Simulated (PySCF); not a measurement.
All values below come from TPSSh-D3(BJ)/def2-TZVP // TPSS-D3(BJ)/def2-SVP run with PySCF. All species are isolated molecules in the gas phase. 

Reference species: [Zr(Cl)4] (neutral, multiplicity 1).

```json
{
  "HOMO–LUMO gap": "5.78 eV",
  "mean_distance_from_the_central_atom_to_its_bonded_neighbours": "2.337 Å",
  "coordination_number": "4"
}
```

Changed species: [Nb(=O)(Cl)3] (M = Nb, oxo; the reference has M = Zr).

Problem. Give the shifts of the HOMO–LUMO gap, mean distance from the central atom to its bonded neighbours and coordination number.

Solution. the HOMO–LUMO gap drops by 0.58 eV, to 5.20 eV; the mean distance from the central atom to its bonded neighbours drops by 0.189 Å, to 2.148 Å; the coordination number hardly moves.
